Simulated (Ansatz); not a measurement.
Cost and result for the atomization energy of CH6BNSSi, SMILES `[SiH3]C1NBS1` (11 atoms, 11 bonds).

Z-matrix (Å, degrees):
```
Si
C 1 1.889
H 1 1.491 2 109.4
H 1 1.485 2 109.6 3 119.2
H 1 1.483 2 108.5 3 -119.4
N 2 1.450 1 114.9 3 70.3
S 2 1.849 1 110.8 3 173.1
H 2 1.095 1 113.3 3 -62.5
B 6 1.398 2 100.1 1 112.4
H 6 1.006 2 124.1 1 -63.3
H 9 1.188 6 132.2 2 -177.5
```

Charge 0, multiplicity 1. The geometry is a stationary point of PBE0-D4/def2-TZVP. Program: Ansatz. All runs use 4 threads of an Arm Neoverse V2 on a shared host. Times are those of one run each, without the atoms' runs, and a repeat can differ threefold. Electronic energies, without spin–orbit coupling; frozen cores. CCSD(T)/CBS adds CCSD(T) − MP2 in def2-TZVPP to the MP2 limit, and its time is that of the two runs behind it. T1 = 0.014. B3LYP takes the VWN-RPA correlation (the form of Gaussian; ORCA's B3LYP/G).

CCSD(T)/CBS is a level of theory with its own doubt, some kJ/mol a heavy atom from the limit and from the frozen cores, so smaller differences don't rank the functionals.

| level | functions | wall time | atomization (kJ/mol) | difference from CCSD(T)/CBS | per bond |
| --- | --- | --- | --- | --- | --- |
| PBE-D4/def2-TZVPP (with forces) | 261 | 2.4 s | 4004.3 | 95.3 | 8.7 |
| PBE0-D4/def2-TZVPP | 261 | 2.9 s | 3941.2 | 32.2 | 2.9 |
| r2SCAN-D4/def2-TZVPP (with forces) | 261 | 4.8 s | 3932.7 | 23.7 | 2.1 |
| B3LYP-D4/def2-TZVPP (with forces) | 261 | 4.8 s | 3925.0 | 16.0 | 1.4 |
| B2PLYP/def2-TZVPP | 261 | 6 s | 3872.0 | -37.0 | -3.4 |
| ωB97X-V/def2-TZVPP | 261 | 7.5 s | 3949.8 | 40.8 | 3.7 |
| ωB97M-V/def2-TZVPP (with forces) | 261 | 11 s | 3947.2 | 38.2 | 3.5 |
| MP2/def2-QZVPP | 491 | 20 s | 3925.8 | 16.8 | 1.5 |
| CCSD(T)/def2-TZVPP | 261 | 110 s | 3796.6 | -112.4 | -10.2 |
| CCSD(T)/CBS(def2) | – | 2.1 min | 3909.0 | 0.0 | 0.0 |

The D4 term adds +46.2 kJ/mol with B3LYP and +24.0 kJ/mol with PBE0; it sums over pairs of atoms, weighted by their polarisabilities, and B3LYP, whose exchange is more repulsive, gets the larger term. From PBE to PBE0 (25 % exact exchange), in def2-TZVPP and without D4, the atomization energy moves by −58.6 kJ/mol: exact exchange takes away binding that semilocal exchange gives to molecules. In def2-TZVPP, CCSD(T) changes the Hartree–Fock value by +977.9 kJ/mol (the triples alone add +66.6 kJ/mol) and MP2 by +1040.5 kJ/mol; breaking electron pairs costs correlation energy, which Hartree–Fock lacks.
